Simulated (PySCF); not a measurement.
C7H11FSi2, SMILES C[SiH2]c1ccc([SiH2]F)cc1 at its GFN2-xTB optimised geometry (Å):

```
21

Si    -2.8911    -2.3353     5.4717
F     -2.9677    -3.9141     5.1499
C     -2.3187    -1.4695     3.9049
C     -2.1447    -0.0869     3.8777
C     -1.7256     0.5570     2.7306
C     -1.4612    -0.1497     1.5603
C     -1.6365    -1.5300     1.5883
C     -2.0558    -2.1781     2.7342
Si    -0.8531     0.7264     0.0000
C      1.0472     0.7264     0.0000
H     -1.9254    -2.2277     6.5580
H     -4.2491    -1.9698     5.8535
H     -2.3430     0.4884     4.7721
H     -1.6015     1.6314     2.7388
H     -1.4424    -2.1060     0.6938
H     -2.1833    -3.2514     2.7259
H     -1.3573     2.1060     0.0000
H     -1.3569     0.0088    -1.1783
H      1.4382     1.2131    -0.8885
H      1.4424     1.2514     0.8655
H      1.4418    -0.2858     0.0232
```

Computed with PBE0/def2-SVP (PySCF 2.14.0).

Map of the HOMO amplitude (bohr^(-3/2)) on the plane z = 1.0 Å; orbital energy -7.48 eV, overall sign arbitrary:

```
|6666666666666666666666666666666|
|6666666666666666666666666666666|
|6666666666666666666666666666666|
|6666666666666666666666666666666|
|6666666666666666666666666666666|
|6666666666666666666666666666666|
|6666666666666666666666666666666|
|6666666666666666666666666666666|
|6666666666666666666666666666666|
|6666666666666666556666666666666|
|6666555555666665555666666666666|
|6665555555566665555677666666666|
|6665554444567665555667666666666|
|6655544333467766555666666666666|
|6655543211368876655666666666666|
|6655543100379987666666666666666|
|6655443100389987666666666666666|
|6655543211489987766666666666666|
|6655543212579887766666666666666|
|6655543212578877766666666666666|
|6665544322578877666666666666666|
|6665554333678777666666666666666|
|6666555444677776666666666666666|
|6666655555667766666666666666666|
|6666665556666666666666666666666|
|6666666666666666666666666666666|
|6666666666666666666666666666666|
|6666666666666666666666666666666|
|6666666666666666666666666666666|
|6666666666666666666666666666666|
|6666666666666666666666666666666|
```
Scale: ten equal steps from -0.098 (start of '0') to 0.059 (end of '9'), in the order '0123456789'; x runs from -4.50 to 4.50, y from -4.50 (bottom) to 4.50 (top).
